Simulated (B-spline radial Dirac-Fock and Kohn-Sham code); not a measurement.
Satellites and hypersatellites of the K lines of I³⁺

System: iodine as I³⁺ in the configuration [Kr] 4d10 5s2 5p2, inside a Watson sphere of charge -3 and radius 2 Å (a model of the Madelung potential; inside it an electron's potential energy is raised by 21.6 eV).

Method: Dirac-Fock (average of configuration) total-energy differences with a finite nucleus, the Breit interaction including its frequency dependence, and self-energy and vacuum-polarisation corrections. Computed with a radial B-spline solver. Each two-hole energy is an average over J within one jj subconfiguration, not an observable level; in light atoms, where LS coupling holds, the j-resolved values are not observed lines, and for a K spectator the Kα1 hypersatellite is nearly forbidden. Correlation energy is missing from these numbers.

Lines without a spectator: Kα2 (K-L2) 28315.5 eV, Kα1 (K-L3) 28610.3 eV, Kβ3 (K-M2) 32234.5 eV, Kβ1 (K-M3) 32291.2 eV. Shifts in eV with one spectator hole (a dash: not computed, or left out as unreliable):

```
spectator hole     Kα2     Kα1     Kβ3     Kβ1
        K (1s)  +620.3  +642.7  +793.1  +798.0
    L2 (2p1/2)   +69.7   +88.6       –  +185.3
    L3 (2p3/2)   +66.1   +67.0  +161.1       –
    M2 (3p1/2)       –  +10.71  +23.68  +28.65
    M3 (3p3/2)   +7.59       –  +23.79  +23.31
    M4 (3d3/2)   +1.54   -1.32       –       –
    M5 (3d5/2)   -1.91   +0.26       –       –
```
